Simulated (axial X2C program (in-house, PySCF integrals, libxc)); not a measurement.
# Spectroscopic constants of YAs

Calculated with an in-house relativistic program for diatomic molecules. Spin-free means the one-electron spin-free X2C Hamiltonian. Basis: Y dyall-cv3z [11s12p9d6f3g], As dyall-cv3z [9s9p6d4f1g] (cores contracted in-house); Gaussian nuclei, density fitting, unrestricted open shells. Masses: Y 88.906 u, As 74.922 u.

The run was started with this input:
```json
{"zs": [39, 33], "q": 0, "bas": ["dyall-cv3z", "dyall-cv3z"], "levels": ["PBE0", "HF", "PBE50"], "cc": true, "r0": 2.84, "thr": -1.0, "nmax": 90, "npts": 10, "nst": 2, "ntry": 6}
```
```bash
python so2c.py task.json out
```

Keys: zs atomic numbers; q charge; bas basis sets; levels methods; cc coupled cluster on or off; r0 starting distance in Å; thr threshold in hartree for freezing inner shells (an s shell follows its p shell); nmax most natural virtual spinors; npts points on the curve; nst determinants followed; ntry starts of the search. HF also brings MP2.

State, spin-free: M_S = 0, Λ = 0 (closed shell); electrons by block: σα: 16, σβ: 16, π+α: 8, π+β: 8, π-α: 8, π-β: 8, δ+α: 2, δ+β: 2, δ-α: 2, δ-β: 2. Fragments: Y + As.

| Hamiltonian | level | Re (Å) | ωe (cm⁻¹) | Be (cm⁻¹) | De (eV) | D0 (eV) | k (mdyn/Å) | μ (D) |
| --- | --- | --- | --- | --- | --- | --- | --- | --- |
| spin-free | PBE0 | 2.394 | 344.2 | 0.07233 | 2.81 | 2.79 | 2.84 | -7.29 |
| spin-free | HF | 2.417 | 342.5 | 0.07097 | -0.226 | -0.248 | 2.81 | -8.83 |
| spin-free | CCSD | 2.456 | 320.8 | 0.06873 | 2.08 | 2.06 | 2.46 | n/a |
| spin-free | CCSD(T) | 2.475 | 312.3 | 0.06769 | 2.50 | 2.48 | 2.34 | n/a |
| spin-free | PBE50 | 2.374 | 360.2 | 0.07356 | 2.36 | 2.33 | 3.11 | -8.17 |

Correlated methods: 8 electrons correlated (number of frozen shells: Y 4 s, 3 p, 1 d; As 3 s, 2 p, 1 d), 344 virtual spin orbitals or spinors in MP2, 90 natural virtuals in coupled cluster.

Dipoles are positive if As is the positive end.

Occupations by symmetry block were frozen at the best pattern of an incomplete PBE0 search. The closed shell is kept restricted, so the energy runs too high when the bond is stretched far. Dissociation energies refer to the lowest single-determinant-based atoms at the same level and basis. CCSD and (T) use frozen natural virtuals with an MP2 correction for the truncation; (T) itself is uncorrected, so its De runs slightly low. Other states lie close and PBE0, whose exact exchange favours high spin, may order them wrongly; the determinant shown need not be the ground state. The nearest other spin-free determinant of the search, M_S = 1, Λ = 1, lies 0.40 eV up at the distance of the search. The outer-core s and p shells of the metal are frozen in the correlated rows, which leaves out core–valence correlation; for alkali and alkaline-earth bonds that tends to lengthen them. The T1 diagnostic is large, a sign of multireference character. The stretched end of a curve changes character and is left out. With the outer-core shells frozen, correlated bond lengths of heavy atoms tend to come out a few hundredths of an ångström too long.

No reliable constants came from CCSD (2c), CCSD(T) (2c), HF (2c), MP2 (2c), MP2 (spin-free), PBE0 (2c), PBE50 (2c): no minimum in range, unconverged points, a curve that is not smooth, a change of character along it, or the two Hamiltonians disagreeing along it.

The whole task took 4.3 min on 1 thread of Arm Neoverse V1 (shared host).
